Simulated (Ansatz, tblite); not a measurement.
Forces on the cluster RuO₂⁺ at its PBE0-D4/def2-TZVP geometry. The state is a doublet with charge 1.

In the def2 sets Ru takes a core potential; there is no spin–orbit coupling. The xTB rows come from tblite. The structure holds 1 bond(s) between oxygen atoms. At PBE-D4/def2-TZVP the charge 1 doublet is spin-contaminated (final ⟨S²⟩ up to 1.88, 0.75 for a pure state). Another isomer (doublet) lies 1.20 eV lower at PBE0-D4/def2-TZVP; other spin states weren't run for this one.

GFN1-xTB (tblite), largest force 4.23 eV/Å:

```xyz
3
positions Å, forces eV/Å
Ru   -0.560   -0.644    1.375    1.644    2.261   -3.175
O     0.248    0.496   -0.114   -1.536   -2.082    3.038
O     0.312    0.148   -1.261   -0.108   -0.178    0.137
```

GFN2-xTB (tblite), largest force 2.68 eV/Å:

```
Ru 1.045 1.440 -2.011
O -0.854 -2.031 -0.356
O -0.191 0.591 2.367
```

PBE-D4/def2-TZVP (Ansatz), largest force 2.88 eV/Å:

```
Ru 0.583 0.817 -1.094
O -0.667 -0.273 2.794
O 0.083 -0.543 -1.700
```
